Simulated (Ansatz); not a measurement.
```xyz
6

Se    1.9334   -0.1150   -0.2865
Sn   -0.5300    0.3340    0.0963
H     1.7196   -1.5673   -0.3412
H    -0.6529    2.0270    0.2197
H    -1.0360   -0.4257    1.5366
H    -1.4342   -0.2530   -1.2249
```

Charge 0, multiplicity 1. Sn: def2 effective core potential.

(1) List the ωB97M-V/def2-TZVPP orbital energies in eV (the Gaussian-basis code of Ansatz). (An estimate is asked.)

Answers

(1) Computed: Occupied: -12367.99, -1588.29, -1423.05, -1423.03, -1422.97, -217.73, -160.67, -160.60, -160.40, -143.35, -97.96, -97.88, -97.87, -60.60, -60.57, -60.41, -60.36, -60.32, -31.54, -31.51, -31.50, -31.38, -31.38, -22.09, -17.14, -13.11, -11.82, -11.59, -10.55, -9.08. Lowest empty: 0.83, 1.80, 2.12, 2.30, 2.61, 3.66, 3.74, 4.08.
